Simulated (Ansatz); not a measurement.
**Ligand exchange: GeH4 + CHCl2I → GeH3I + CH2Cl2**

Gas-phase species: GeH4 (germane) `[GeH4]`, singlet; CHCl2I (dichloroiodomethane) `ClC(Cl)I`, singlet; GeH3I `[GeH3][I]`, singlet; CH2Cl2 (dichloromethane) `ClCCl`, singlet. The partners trade H for I: Ge–H and C–I bonds give way to Ge–I and C–H.

Shapes, held fixed at every level: PBE0-D4/def2-TZVP. Programs: Ansatz 0.2.0. The zero-point and thermal change to 298 K, harmonic and unscaled (PBE0-D4/def2-TZVP), is +10.9 kJ/mol.

Problem. Estimate ΔH(298 K) of this reaction.

Solution. The highest level, CCSD(T)/def2-TZVPP, gives ΔH(298 K) = -137.1 kJ/mol; the levels span -149.3 to -137.1. The column of differences is taken from that level and isn't an error. No measured value is set beside it here. For atoms past krypton def2 sets carry core potentials with scalar relativity. Relativity is left out for Ge. Outer-core shells of Ge, I are correlated, in sets that cover them unevenly.

```csv
level,kind,ΔH(298 K) (kJ/mol),less CCSD(T)/def2-TZVPP
B3LYP-D4/def2-TZVPP,global hybrid,-137.8,-0.7
PBE0-D4/def2-TZVPP,global hybrid,-143.3,-6.2
r2SCAN0-D4/def2-TZVPP,global hybrid,-149.3,-12.2
wB97M-V/def2-TZVPP,range-separated hybrid,-141.9,-4.8
MP2/def2-SVP,perturbation theory,-141.6,-4.5
CCSD/def2-SVP,coupled cluster or CI,-146.7,-9.6
CCSD(T)/def2-TZVPP,coupled cluster or CI,-137.1,0.0
```
